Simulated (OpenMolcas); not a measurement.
## GaNH3 (SMILES [NH2][GaH]): the vertical ionisation energy from total energies

GaNH3 has 5 atoms, charge 0, and is taken as a doublet. SMILES: `[NH2][GaH]`. Geometry: relaxed at PBE0-D4/def2-TZVP. This is one conformer, not always the lowest.

Both states at this one shape; open shells run unrestricted unless said. 1 Eh = 27.2114 eV.

```
          level     program  doublet GaNH3 (Eh)  singlet [GaNH3]+ (Eh)
UBLYP/def2-TZVP  OpenMolcas        -1981.455920           -1981.169239
UTPSS/def2-TZVP  OpenMolcas        -1981.404742           -1981.113379
```

Task: Work out the vertical ionisation energy at each level.

Result: 
1. UBLYP/def2-TZVP: -1981.169239 − (-1981.455920) = 0.286681 Eh = 7.80 eV.
2. UTPSS/def2-TZVP: -1981.113379 − (-1981.404742) = 0.291363 Eh = 7.93 eV.

No measured value is set beside it here; the levels span 7.80 to 7.93 eV. All-electron rows are non-relativistic unless named.
